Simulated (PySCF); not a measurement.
C₇H₈O, SMILES COc1ccccc1, GFN2-xTB optimised geometry.

```
16

C     -2.37    -1.79     0.00
O     -0.97    -1.72     0.00
C     -0.37    -0.49     0.00
C     -1.06     0.72     0.00
C     -0.34     1.91     0.00
C      1.04     1.91     0.00
C      1.72     0.70     0.00
C      1.02    -0.49     0.00
H     -2.61    -2.85     0.00
H     -2.80    -1.32    -0.89
H     -2.80    -1.32     0.89
H     -2.13     0.76     0.00
H     -0.88     2.85     0.00
H      1.58     2.84     0.00
H      2.80     0.69     0.00
H      1.53    -1.44     0.00
```

Density from PySCF 2.14.0 with B3LYP/def2-TZVP at that geometry.

Minimum of the electron density along straight lines between bonded atoms, close to the bond critical point (lines longer than 1.1 times the sum of covalent radii, or with two minima, are not listed):

```csv
bond,length / Å,ρ at the minimum / e bohr⁻³,∇²ρ there / e bohr⁻⁵,position (fraction from the first atom)
C1–O2,1.406,0.262,-0.54,0.35
O2–C3,1.364,0.292,-0.61,0.65
C3–C4,1.390,0.322,-0.96,0.52
C4–C5,1.386,0.322,-0.96,0.50
C5–C6,1.382,0.326,-0.98,0.50
C6–C7,1.387,0.323,-0.97,0.50
C3–C8,1.396,0.322,-0.97,0.52
C7–C8,1.379,0.327,-0.98,0.50
C1–H9,1.089,0.289,-1.04,0.65
C1–H10,1.095,0.284,-1.00,0.65
C1–H11,1.095,0.284,-1.00,0.65
C4–H12,1.079,0.288,-1.03,0.64
C5–H13,1.080,0.289,-1.04,0.64
C6–H14,1.079,0.289,-1.03,0.64
C7–H15,1.080,0.289,-1.04,0.64
C8–H16,1.079,0.289,-1.04,0.65
```
